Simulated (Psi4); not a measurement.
HGa (SMILES [GaH]), singlet, geometry from GFN2-xTB (such geometries of metal compounds can be far from the true shape); B3LYP/6-311G** (Psi4).

Here is a job for Psi4.
```
memory 2 GB

molecule {
0 1
Ga   -0.00000000   -0.00000000   -0.05952365
H     0.00000000    0.00000000    1.84523317
}

set {
  basis 6-311g**
  scf_type pk
  puream true
  d_convergence 1e-8
  dft_radial_points 99
  dft_spherical_points 590
}

energy('b3lyp')
print_variables()
```

It wrote (shortened):

```
   => Loading Basis Set <=

    Name: 6-311G**
    Role: ORBITAL
    Keyword: BASIS

         ---------------------------------------------------------
                                   SCF
               by Justin Turney, Rob Parrish, Andy Simmonett
                          and Daniel G. A. Smith
                              RKS Reference
         ---------------------------------------------------------

  ==> Geometry <==

    Molecular point group: c2v
    Full point group: C_inf_v

    Geometry (in Angstrom), charge = 0, multiplicity = 1:

       Center              X                  Y                   Z               Mass
    ------------   -----------------  -----------------  -----------------  -----------------
         GA           0.000000000000     0.000000000000    -0.027449854344    68.925573500000
         H            0.000000000000     0.000000000000     1.877306965656     1.007825032230

  Running in c2v symmetry.

  Rotational constants: A = ************  B =      4.67774  C =      4.67774 [cm^-1]
  Rotational constants: A = ************  B = 140235.26173  C = 140235.26173 [MHz]
  Nuclear repulsion =    8.612382094408252

  Charge       = 0
  Multiplicity = 1
  Electrons    = 32
  Nalpha       = 16
  Nbeta        = 16

  ==> Algorithm <==

  SCF Algorithm Type is PK.
  DIIS enabled.
  MOM disabled.
  Fractional occupation disabled.
  Guess Type is SAD.
  Energy threshold   = 1.00e-06
  Density threshold  = 1.00e-08
  Integral threshold = 1.00e-12

  ==> Primary Basis <==

  Basis Set: 6-311G**
    Blend: 6-311G**
    Number of shells: 22
    Number of basis functions: 50
    Number of Cartesian functions: 53
    Spherical Harmonics?: true
    Max angular momentum: 2

  ==> DFT Potential <==

   => LibXC <=

    Version 7.1.2
    S. Lehtola, C. Steigemann, M. J. T. Oliveira, and M. A. L. Marques,  SoftwareX 7, 1–5 (2018) (10.1016/j.softx.2017.11.002)

   => Composite Functional: B3LYP <=

    B3LYP Hyb-GGA Exchange-Correlation Functional

    P. J. Stephens, F. J. Devlin, C. F. Chabalowski, and M. J. Frisch,  J. Phys. Chem. 98, 11623 (1994) (10.1021/j100096a001)

    Deriv               =              1
    GGA                 =           TRUE
    Meta                =          FALSE

    Exchange Hybrid     =           TRUE
    MP2 Hybrid          =          FALSE

   => Exchange Functionals <=

    0.0800   Slater exchange
    0.7200         Becke 88

   => Exact (HF) Exchange <=

    0.2000               HF

   => Correlation Functionals <=

    0.1900   Vosko, Wilk & Nusair (VWN5_RPA)
    0.8100   Lee, Yang & Parr

   => LibXC Density Thresholds  <==

    XC_HYB_GGA_XC_B3LYP:  1.00E-15

   => Molecular Quadrature <=

    Radial Scheme          =       TREUTLER
    Pruning Scheme         =           NONE
    Nuclear Scheme         =       TREUTLER

    Blocking Scheme        =         OCTREE
    BS radius alpha        =              1
    Pruning alpha          =              1
    Radial Points          =             99
    Spherical Points       =            590
    Total Points           =         112036
    Total Blocks           =            914
    Max Points             =            256
    Max Functions          =             50
    Weights Tolerance      =       1.00E-15

  ==> Integral Setup <==

  Using in-core PK algorithm.
   Calculation information:
      Number of atoms:                   2
      Number of AO shells:              22
      Number of primitives:             40
      Number of atomic orbitals:        53
      Number of basis functions:        50

      Integral cutoff                 1.00e-12
      Number of threads:                 1

  Performing in-core PK
  Using 1626900 doubles for integral storage.
  We computed 32097 shell quartets total.
  Whereas there are 32131 unique shell quartets.

  ==> DiskJK: Disk-Based J/K Matrices <==

    J tasked:                  Yes
    K tasked:                  Yes
    wK tasked:                  No
[...]
    Using symmetric orthogonalization.

  ==> Pre-Iterations <==

  SCF Guess: Superposition of Atomic Densities via on-the-fly atomic UHF (no occupation information).

   -------------------------
    Irrep   Nso     Nmo
   -------------------------
     A1        25      25
     A2         3       3
     B1        11      11
     B2        11      11
   -------------------------
    Total      50      50
   -------------------------

  ==> Iterations <==

                        Total Energy        Delta E     RMS |[F,P]|

   @RKS iter SAD: -1921.79886984303243   -1.92180e+03   0.00000e+00
    Occupation by irrep:
             A1    A2    B1    B2
    DOCC [     9,    0,    3,    4 ]
    NA   [     9,    0,    3,    4 ]
    NB   [     9,    0,    3,    4 ]

   @RKS iter   1: -1923.37183816160132   -1.57297e+00   1.20550e-01 ADIIS
    Occupation by irrep:
             A1    A2    B1    B2
    DOCC [     9,    1,    3,    3 ]
    NA   [     9,    1,    3,    3 ]
    NB   [     9,    1,    3,    3 ]

   @RKS iter   2: -1873.35357373890838    5.00183e+01   3.40506e-01 ADIIS
   @RKS iter   3: -1922.91679912588302   -4.95632e+01   1.52586e-01 ADIIS
   @RKS iter   4: -1925.42531980278613   -2.50852e+00   4.27960e-03 DIIS/ADIIS
   @RKS iter   5: -1925.42776584207172   -2.44604e-03   1.67458e-03 DIIS/ADIIS
   @RKS iter   6: -1925.42968872579536   -1.92288e-03   5.01418e-04 DIIS/ADIIS
   @RKS iter   7: -1925.42981688448913   -1.28159e-04   1.75925e-05 DIIS
   @RKS iter   8: -1925.42981698011909   -9.56300e-08   8.97866e-06 DIIS
   @RKS iter   9: -1925.42981699568509   -1.55660e-08   8.09390e-07 DIIS
   @RKS iter  10: -1925.42981699578627   -1.01181e-10   1.81450e-08 DIIS
   @RKS iter  11: -1925.42981699578536    9.09495e-13   1.03732e-08 DIIS
   @RKS iter  12: -1925.42981699578354    1.81899e-12   2.39236e-10 DIIS
  Energy and wave function converged.

  ==> Post-Iterations <==

   Electrons on quadrature grid:
      Ntotal   =   32.0000000454 ; deviation = 4.544e-08

    Orbital Energies [Eh]
    ---------------------

    Doubly Occupied:

[...]
       9A1    -0.215172

    Virtual:

[...]
      25A1   786.099204

    Final Occupation by Irrep:
             A1    A2    B1    B2
    DOCC [     9,    1,    3,    3 ]
    NA   [     9,    1,    3,    3 ]
    NB   [     9,    1,    3,    3 ]

  @RKS Final Energy: -1925.42981699578354

   => Energetics <=

    Nuclear Repulsion Energy =              8.6123820944082521
    One-Electron Energy =               -2701.2286737524250384
    Two-Electron Energy =                 827.8439259639054626
    DFT Exchange-Correlation Energy =     -60.6574513016722534
    Empirical Dispersion Energy =           0.0000000000000000
    VV10 Nonlocal Energy =                  0.0000000000000000
    Total Energy =                      -1925.4298169957837672

Computation Completed

Properties will be evaluated at   0.000000,   0.000000,   0.000000 [a0]

Properties computed using the SCF density matrix

 Multipole Moments:

 ------------------------------------------------------------------------------------
     Multipole            Electronic (a.u.)      Nuclear  (a.u.)        Total (a.u.)
 ------------------------------------------------------------------------------------

 L = 1.  Multiply by 2.5417464519 to convert [e a0] to [Debye]
 Dipole X            :          0.0000000            0.0000000            0.0000000
 Dipole Y            :          0.0000000            0.0000000            0.0000000
 Dipole Z            :         -2.5154667            1.9395421           -0.5759246
 Magnitude           :                                                    0.5759246

 ------------------------------------------------------------------------------------

  Variable Map:
  ----------------------------------------------------------------------------
[...]
  Array Variable Map:
  ----------------------------------------------------------------------------
[...]
[...]
```
